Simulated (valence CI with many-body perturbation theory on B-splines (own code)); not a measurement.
Values are calculated unless marked as measured or tabulated.
## Gd²³⁺: what the settings do

Level of theory: valence CI with perturbative core correlation (CI+MBPT): five valence electrons over a frozen Dirac-Fock core [Kr], a basis of 6 s, 6 p, 5 d, 5 f, 1 g functions for each j, with the one-electron correlation potential Σ1 (screened to all orders), the two-electron term Σ2, the three-electron term Σ3, Breit, model QED; selected single and double excitations, second order for the rest, scaled by the run's own slope (own B-spline code, finite nucleus).

No measured spectrum was set against this ion. As an estimate, terms of the open shell hold to 2 to 4 % of their energy, and close levels can change places. Among the levels kept, up to 440 cm⁻¹ of a level comes from second order outside the variational space, and about a tenth of that is noise between levels of different J, which matters for small intervals. Only levels of the ground parity were solved; by the run's estimate the other parity begins above the list, which can be wrong where configurations are misplaced.

The reference run has the lowest level (4d3/2^4 4d5/2) J=5/2 and an ionisation energy of 762.130 eV. Its largest variational space holds 9990 state functions.

Levels are named by their leading jj configuration (3d3/2^4 stands for four electrons in 3d with j = 3/2), which in mixed levels can hold well under half, so a name can repeat and another be missing. Letters in brackets count levels of one name in rising energy.

Changed runs:
A. core polarisation of operators on → off
B. orbitals per symmetry with explicit Σ2 and valence Breit (the others get mean screening factors) 5 → 3
C. lowest core n in screening and Σ2 2 → 1
D. highest l in the core sums 6 → 1 (bad on purpose)

Excitation energies of the reference run in cm⁻¹, and shifts in cm⁻¹:

```tsv
Level	Reference	A	B	C	D
(4d3/2^3 4d5/2^2) J=5/2 [a]	42028	0	+71	0	+2379
(4d3/2^3 4d5/2^2) J=7/2 [a]	68647	0	+107	-0.1	+4918
(4d3/2^3 4d5/2^2) J=3/2 [a]	71328	0	+93	-0.1	+963
(4d3/2^3 4d5/2^2) J=11/2	73991	0	+151	-0.1	+7421
(4d3/2^3 4d5/2^2) J=9/2	80674	0	+126	-0.1	+6565
(4d3/2^3 4d5/2^2) J=5/2 [b]	82585	0	+83	-0.1	+4116
(4d3/2^3 4d5/2^2) J=1/2	87785	0	+99	-0.1	+152
(4d3/2^3 4d5/2^2) J=7/2 [b]	99463	0	+144	-0.1	+5404
(4d3/2^2 4d5/2^3) J=5/2 [a]	108753	0	+126	-0.1	+2023
(4d3/2^2 4d5/2^3) J=7/2 [a]	119314	0	+115	-0.1	+5613
(4d3/2^3 4d5/2^2) J=3/2 [b]	122302	0	+186	-0.1	-328
(4d3/2^2 4d5/2^3) J=11/2	123000	0	+189	-0.1	+10053
Ionisation energy (eV)	762.130	0	+0.057	0	-0.935
```

No effect on these energies: A.
